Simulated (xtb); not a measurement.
xtb input:

```bash
xtb mol.xyz --gfnff --opt tight --chrg 0 --uhf 0
```
mol.xyz:
```
2

Ga    -0.00000000    -0.00000000    -1.65171333
I      0.00000000     0.00000000     0.96609648
```

Q: Predict the final energy.

A: -0.06417 Eh (GFN-FF).
